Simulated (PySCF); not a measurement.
Species: C4HF5.
Atom-mapped SMILES: `[F:1][C:2]1=[C:3]([C:4]([F:5])([F:6])[F:7])[C@H:8]1[F:9]` (hydrogens: H10 on C8)

Theory: TDDFT B3LYP/def2-SVPD, vertical, gas phase, core orbitals frozen in the response (PySCF 2.14.0, density-fitted response routines). Isolated species at its GFN2-xTB geometry, gas phase. Torsions of this conformer, `[F:1][C:2]1=[C:3]([C:4]([F:5])([F:6])[F:7])[C@H:8]1[F:9]`: C2–C3–C4–F5 -4°.

Broadening: Gaussians 0.5 eV wide at half height, area fixed by f = 4.319×10⁻⁹ ∫ε dν̃. The width is an assumption, not a result. The curve ends short of the highest state used, and states not computed would add to its high-energy end.

| λ (nm) | ε (L mol⁻¹ cm⁻¹) |
| --- | --- |
| 143.0 | 1748 |
| 146.1 | 2630 |
| 149.1 | 4502 |
| 152.2 | 4720 |
| 155.2 | 3514 |
| 158.3 | 3019 |
| 161.3 | 3318 |
| 164.4 | 3572 |
| 167.4 | 3967 |
| 170.5 | 4746 |
| 173.5 | 5028 |
| 176.6 | 4125 |
| 179.6 | 2600 |
| 182.7 | 1285 |
| 185.7 | 598 |
| 188.8 | 311 |
| 191.8 | 197 |
| 194.9 | 124 |
| 197.9 | 70 |
| 200.9 | 33 |
| 204.0 | 13 |
| 207.0 | 5 |
| 210.1 | 1 |
| 213.1 | 0 |

**Question.** Where are the band maxima, and which computed states make them?

**Answer.** 173 nm (7.17 eV), ε about 5100, made up of S2 (93%); 151 nm (8.22 eV), ε about 4900, made up of S5 (97%) (ε in L mol⁻¹ cm⁻¹; maxima over ε = 5, shares over 10%). At its high-energy end, 8.67 eV, the curve is still rising (ε about 1700, from S5 and S6). The states used: S1 6.57 eV (f 0.0035); S2 7.14 eV (f 0.088); S3 7.57 eV (f 0.034); S4 7.74 eV (f 0.027); S5 8.23 eV (f 0.089); S6 8.88 eV (f 0.031); S7 9.14 eV (f 0.028); S8 9.27 eV (f 0.0061).

**Question.** What would ε be at 7.17 eV, the highest of these maxima, with half the width (0.25 eV)?

**Answer.** About 9140 L mol⁻¹ cm⁻¹ against 5060, a factor of about 1.8; a lone state at its own centre would give exactly 2.

**Question.** Coming from long wavelengths, where does ε first pass 100 L mol⁻¹ cm⁻¹?

**Answer.** At about 196 nm (6.32 eV), 0.24 eV below S1.

**Question.** On this curve, what absorbance would a 10⁻⁴ mol/L sample give at 193 nm over a 1 cm path?

**Answer.** 193 nm is 6.424 eV, where ε is about 170 L mol⁻¹ cm⁻¹, so A = ε c l ≈ 0.017 (Beer–Lambert, with the gas-phase spectrum and the assumed width).
